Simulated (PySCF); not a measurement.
AlBH4O4, SMILES [Al]([B](O)O)([OH])[OH].

Geometry: ωB97X-D3(BJ)/def2-SVP. The structure was generated by enumeration; whether it is a known compound was not checked. The values are those of a single conformer.

Method: TDA-LC-ωPBE/def2-SVPD (PySCF).

Vertical excitations. Isolated molecule, no solvent. State labels are in the subgroup C2.

List the lowest excited states. (The exact figures need the calculation; the answer reports its results.)


```tsv
state	symmetry	energy (eV)	λ (nm)	f	main pairs
S1	B	7.22	172	0.103	HOMO→LUMO+3 72 %, HOMO→LUMO+6 12 %
S2	B	7.51	165	0.060	HOMO→LUMO+2 74 %
S3	A	7.73	160	0.000	HOMO−1→LUMO 70 %
S4	B	7.91	157	0.089	HOMO−2→LUMO 66 %
S5	A	8.03	154	0.377	HOMO→LUMO 70 %, HOMO→LUMO+1 15 %
S6	A	8.23	151	0.001	HOMO→LUMO+1 78 %
S7	B	8.26	150	0.193	HOMO−3→LUMO 50 %, HOMO−1→LUMO+3 18 %
S8	A	8.31	149	0.000	HOMO−2→LUMO+2 76 %
S9	A	8.40	148	0.000	HOMO−4→LUMO+1 71 %, HOMO−4→LUMO 15 %
S10	A	8.60	144	0.064	HOMO−2→LUMO+3 42 %, HOMO−6→LUMO 31 %, HOMO−2→LUMO+6 7 %
T1	B	5.30	234	0	HOMO→LUMO+3 70 %, HOMO→LUMO+6 15 %
T2	B	6.16	201	0	HOMO→LUMO+2 75 %
T3	A	7.12	174	0	HOMO→LUMO 53 %, HOMO→LUMO+9 14 %, HOMO→LUMO+7 9 %, HOMO→LUMO+4 9 %
T4	A	7.33	169	0	HOMO−1→LUMO 64 %
```
Triplets are in the Tamm–Dancoff approximation.
